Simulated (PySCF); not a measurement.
# Cl²⁺ (chlorine, charge +2) across methods

[Ne] 3s1 3p4, high-spin 4P determinant (an excited configuration). All numbers are calculated (PySCF 2.14, no relativity, point nucleus, in dyall-acv3z (19s12p6d4f, 113 functions)).

```tsv
method	E (hartree)	mean ε 3s α (eV)	mean ε 3p α (eV)	mean ε 3p β (eV)	Σ⟨r²⟩ (bohr²)	⟨S²⟩
PBE0	-458.1957	-49.994	-35.554	-31.460	15.83	3.752
LDA	-456.8420	-46.715	-33.622	-30.218	15.87	3.751
LC-wPBE	-458.2167	-53.067	-38.579	-34.579	15.80	3.752
PBE	-458.1638	-46.908	-33.663	-30.261	15.83	3.752
PW91	-458.3350	-46.954	-33.720	-30.324	15.82	3.752
M06-2X	-458.3295	-51.980	-36.965	-32.590	15.85	3.753
r2SCAN	-458.3311	-48.333	-34.354	-30.314	15.84	3.753
UHF	-457.75560	-58.467	-40.471	-33.557	16.01	3.755
```
